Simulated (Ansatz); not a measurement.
The cluster Sn₃Bi₂. Charge 0, multiplicity 1. Geometry PBE-D4/def2-SVP; atoms count from 1.

```xyz
5

Bi    2.754   -0.858    0.207
Bi   -2.529    0.385    1.340
Sn   -1.686    0.123   -1.347
Sn    1.267    0.777   -1.559
Sn    0.194   -0.427    1.360
```

In the def2 sets Bi, Sn take a core potential; there is no spin–orbit coupling. The restricted singlet is unstable towards broken spin symmetry in Hartree–Fock (as tested in another run); at PBE0-D4/def2-TZVP this wasn't settled. Another isomer (singlet) lies 1.88 eV lower at PBE0-D4/def2-TZVP; other spin states weren't run for this one.

Estimate the Mulliken populations from the PBE0/def2-TZVP orbitals of Ansatz.


```json
{"atom": "Bi1", "charge (e)": "-0.10"}
{"atom": "Bi2", "charge (e)": "-0.10"}
{"atom": "Sn3", "charge (e)": "0.06"}
{"atom": "Sn4", "charge (e)": "0.06"}
{"atom": "Sn5", "charge (e)": "0.07"}
```
Mulliken values and Mayer orders depend strongly on the basis.

And the Mayer bond orders between bonded heavy atoms (over 0.3)?

Bi1–Sn4 1.39 (2.83 Å); Bi1–Sn5 1.07 (2.84 Å); Bi2–Sn3 1.39 (2.83 Å); Bi2–Sn5 1.07 (2.84 Å); Sn3–Sn4 0.70 (3.03 Å); Sn3–Sn5 0.54 (3.34 Å); Sn4–Sn5 0.54 (3.34 Å). Values over 0.3 also appear between atoms too far apart for a bond (Bi1–Bi2 0.31 at 5.54 Å); they arise where an orbital or an unpaired electron spreads over both atoms.
